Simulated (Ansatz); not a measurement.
This geometry of FH₇N₂OSZr (13 atoms, charge 0, multiplicity 1) is a first-order saddle point.

Theory: RKS PBE0-D4/def2-SVP (Ansatz 0.2.0).

```xyz
13
Properties=species:S:1:pos:R:3
Zr 0.110 -0.258 -0.127
O -0.109 -0.254 1.975
H -0.545 0.210 2.696
N 1.951 0.227 -0.812
H 2.748 -0.403 -0.742
H 2.221 1.055 -1.335
N -0.889 1.466 -0.500
H -1.724 1.537 -1.079
H -0.657 2.401 -0.169
F -0.906 -1.519 -1.156
S 1.470 -2.364 1.284
H 0.471 -3.261 1.129
H 0.592 -1.278 2.074
```

Question: Which two structures does it join? (They come from a converged band through this point; their orientation in space is the band's.)

Answer: Bonds broken: S11–H13. Bonds formed: O2–H13.

Initial state:

```xyz
13
Properties=species:S:1:pos:R:3
Zr -0.014 0.034 0.117
O -0.183 0.398 2.013
H 0.135 0.584 2.896
N 1.874 0.248 -0.634
H 2.675 -0.338 -0.413
H 2.182 0.994 -1.254
N -0.989 1.574 -0.774
H -1.384 1.549 -1.712
H -1.268 2.447 -0.332
F -0.915 -1.558 -0.564
S 1.451 -2.579 1.208
H 0.520 -3.129 0.396
H 0.649 -2.665 2.291
```

Final state:

```xyz
13
Properties=species:S:1:pos:R:3
Zr 0.405 -0.505 -0.423
O 0.747 0.290 1.851
H -0.133 0.598 2.107
N 2.275 0.246 -0.548
H 2.899 0.151 -1.347
H 2.719 0.825 0.161
N -1.187 0.753 -0.125
H -2.012 0.646 -0.717
H -1.238 1.682 0.289
F 0.037 -1.154 -2.185
S 0.389 -2.639 0.965
H -0.962 -2.714 0.998
H 0.793 -0.619 2.213
```

Question: How far does it lie above each of them?

Answer: 32.8 kJ/mol above the first and 48.0 kJ/mol above the second. This is the barrier of this one path; another mechanism may lie lower. The orbitals stay closed-shell, which can raise the energy where a bond breaks towards radicals; this wasn't checked here.

The run took 7.4 min on 4 threads of Arm Neoverse V2 (shared host), peak memory 0.44 GiB.
